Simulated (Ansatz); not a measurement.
C$_{3}$H$_{10}$GaN (`CC[N](C)[GaH2]`), 15 atoms. Charge 0, multiplicity 1. Correlated methods include outer-core shells of Ga, which these sets cover unevenly. Scalar relativity is left out up to krypton. All runs use 4 threads of an Intel Xeon 6975P-C on a shared host. Correlated methods freeze the cores.

(1) How many basis functions does each run have, and how long does it take in Ansatz? direct RPA on PBE orbitals/def2-TZVPP energy; RKS PBE0-D4/def2-TZVP relaxation (8 steps); RKS r2SCAN0-D4/def2-TZVPP energy; RKS r2SCANh-D4/def2-TZVPP energy; RHF-CCSD(T)/def2-SVP energy; RKS ωB97M-V/def2-QZVPP energy; RKS ωB97M-V/def2-SVP energy; RKS PBE0-D4/def2-TZVP frequencies; RKS PBE0-D4/def2-QZVPP energy; RKS revPBE-D4/def2-TZVPP energy; RHF-CCSD(T)/def2-TZVPP energy; RKS LC-ωPBE/def2-TZVPP energy. (Estimate.)

Results:

(1) Ansatz gave: Other jobs shared the machine, so times are rough.

```
                                level                   job  functions  wall time  peak host memory (GiB)
             RKS revPBE-D4/def2-TZVPP                energy        312      1.7 s                    0.49
               RKS LC-ωPBE/def2-TZVPP                energy        312      2.5 s                    0.75
                 RKS ωB97M-V/def2-SVP                energy        138      3.1 s                    0.54
            RKS r2SCAN0-D4/def2-TZVPP                energy        312      4.2 s                     1.1
            RKS r2SCANh-D4/def2-TZVPP                energy        312      4.2 s                       1
direct RPA on PBE orbitals/def2-TZVPP                energy        312      5.5 s                     1.1
                 RHF-CCSD(T)/def2-SVP                energy        138        7 s                     1.1
               RKS PBE0-D4/def2-QZVPP                energy        617       10 s                     2.7
               RKS ωB97M-V/def2-QZVPP                energy        617       19 s                     3.4
                RKS PBE0-D4/def2-TZVP  relaxation (8 steps)        232       24 s                     0.8
                RKS PBE0-D4/def2-TZVP           frequencies        232    3.1 min                    0.84
               RHF-CCSD(T)/def2-TZVPP                energy        312    4.3 min                       5
```

LC-ωPBE has ω = 0.4 bohr⁻¹.
